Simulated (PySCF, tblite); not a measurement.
Species: C₄H₇OS (doublet state).
SMILES: `CCO[CH]C=S`

Jobs on this species (13 atoms, 55 electrons) with PySCF (density fitting) and tblite. Hardware of each: one thread of an Arm Neoverse N1 (shared host). Times come from a shared host and carry two figures at best.

```
                                                        level and settings                                                               work  basis functions  SCF cycles  wall time
                                                                  GFN2-xTB                                                  L-BFGS relaxation                –           –     0.83 s
UKS B3LYP, pcH-1 on C H O S, non-relativistic, mean-field spin-orbit, GIAO  unrestricted SCF, g, hyperfine, density and orbital grids written              230           ?          ?
                                                                  GFN2-xTB                                      Hessian by finite differences                –           –     0.51 s
```

Question: Fill in the missing figures.

Answer: 
- UKS B3LYP, pcH-1 on C H O S, non-relativistic, mean-field spin-orbit, GIAO; unrestricted SCF, g, hyperfine, density and orbital grids written: 61 s, 15 SCF cycles

Question: What do all jobs in the table cost together?

Answer: About 62 s; the longest takes about 98 % of that, and about 120 times as long as the shortest.

***

Species: C₄H₁₀BN₂O (doublet state).
SMILES: `B1NCCN1[C](O)C`

Jobs on this species (18 atoms, 61 electrons) with PySCF (density fitting) and tblite. Hardware of each: one thread, Arm Neoverse V1 (aarch64), on a shared host. Times come from a shared host and carry two figures at best.

| level and settings | work | basis functions | SCF cycles | wall time |
| --- | --- | --- | --- | --- |
| UKS B3LYP, pcH-1 on B C H N O, non-relativistic, mean-field spin-orbit, GIAO | unrestricted SCF, g, hyperfine, density and orbital grids written | 300 | ? | ? |
| GFN2-xTB | L-BFGS relaxation | – | – | 0.58 s |
| GFN2-xTB | Hessian by finite differences | – | – | 0.54 s |

Task: Fill in the missing figures.

Result: 
- UKS B3LYP, pcH-1 on B C H N O, non-relativistic, mean-field spin-orbit, GIAO; unrestricted SCF, g, hyperfine, density and orbital grids written: 79 s, 13 SCF cycles

Task: What do all jobs in the table cost together?

Result: About 80 s; the longest takes about 99 % of that, and about 150 times as long as the shortest.
